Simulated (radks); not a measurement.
Excited configurations of N2+: one electron is placed in a higher orbital outside [He] 2s2. The ground configuration is [He] 2s2 2p1. Calculated with a radial shooting solver on a logarithmic mesh with Libxc functionals: non-relativistic Kohn-Sham, PBE, spin-polarised, spherical densities, point nucleus; open shells are filled with parallel spins first. Excitation = E - E(ground); binding = E(ion) - E, where the ion is the core of charge +3; n* = 3/sqrt(2 binding) in atomic units, and the quantum defect is n - n*.

outer orbital  excitation (eV)  binding (eV)     n*  quantum defect  eigenvalue (eV)  <r> (bohr)
3p                      30.071        17.598  2.638           0.362          -14.851       3.261
3d                      32.913        14.756  2.881           0.119          -11.714       3.153
4p                      38.079         9.590  3.573           0.427           -8.192       6.285
4f                      39.774         7.895  3.938           0.062           -6.430       5.842
5s                      41.163         6.506  4.338           0.662           -5.669       9.737
6d                      43.782         3.887  5.613           0.387           -3.382       15.41
7s                      44.491         3.178  6.207           0.793           -2.806       20.10
7d                      44.806         2.864  6.539           0.461           -2.514       21.36
7f                      44.913         2.757  6.665           0.335           -2.398       21.23

Estimate the row for 6s.

Answer. excitation (eV) 43.268; binding (eV) 4.401; n* 5.275; quantum defect 0.725; eigenvalue (eV) -3.864; <r> (bohr) 14.45. The Delta-SCF ionisation energy is 47.669 eV (NIST Atomic Spectra Database: 47.445 eV, semi-empirical). Self-interaction in the functional shifts the binding energies and quantum defects, so they are the method's values and not measured ones. Open shells are spherical and high-spin; term and fine-structure splittings are not resolved.
